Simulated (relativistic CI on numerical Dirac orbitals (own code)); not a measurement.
Computed by Dirac-Coulomb-Breit CI, KLI orbitals optimised for each configuration, model QED (radiative potential, 1s self-energy scaled to tabulated hydrogen-like ionisation energies), unscaled Slater integrals (own radial code, finite nucleus).

The strongest absorption lines from the ground level of an ion, among the configurations computed and to levels below about 5000 eV (vacuum wavelength in Å, gf): 2.6325 (0.3), 2.7430 (0.54), 3.2366 (0.32), 3.2824 (0.12), 3.3745 (1.6), 3.5452 (2.1), 3.6142 (0.11), 3.8322 (0.14).

Question: Which ion is it?
A. Cd XLI
B. Sb XLII
C. Mo XXXIII
D. Cd XXXIX

Answer: D. Cd XXXIX has 10 electrons and the ground level 2s²2p⁶ ¹S0; the strongest line goes to 2s²2p⁵3d ¹P°1. The pattern of lines fixes the number of electrons, and along that sequence the line energies rise steadily with the charge (about as its square where n changes within one kind of shell, about linearly where n is kept but much faster in heavy ions where fine structure, which grows about as Z⁴, sets the gap, and irregularly where shells cross), which fixes Z. Configurations outside the model, such as inner-shell arrays, can give stronger lines. At this charge energies of transitions that change n are usually good to better than 1 %, and those within a shell (Δn = 0) to a few per cent.

LS names give the leading component of a level, which can be under half, so a name can repeat, a term be missing and a line seem to break the LS rules.
